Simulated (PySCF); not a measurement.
## Electron correlation in Cl²⁺ (chlorine, charge +2)

[Ne] 3s2 3p3, high-spin 4S determinant. All numbers are calculated (PySCF 2.14, scalar relativity by spin-free X2C-1e, in x2c-TZVPPall with one added diffuse shell each of s, p, d type (6s6p4d1f, 51 functions)). Frozen: 1s2; 13 electrons correlated.

```
  level  correlation energy (mhartree)
   CCSD                        -277.45
    (T)                          -4.62
CCSD(T)                        -282.07
```

Diagnostics: T1 = 0.0025, D1 = 0.0099, largest double amplitude 0.052.

Cost of the coupled-cluster step: roughly 8 core-seconds, for 13 correlated electrons.

This basis was not built for core-valence correlation, so the inner-shell part is incomplete.
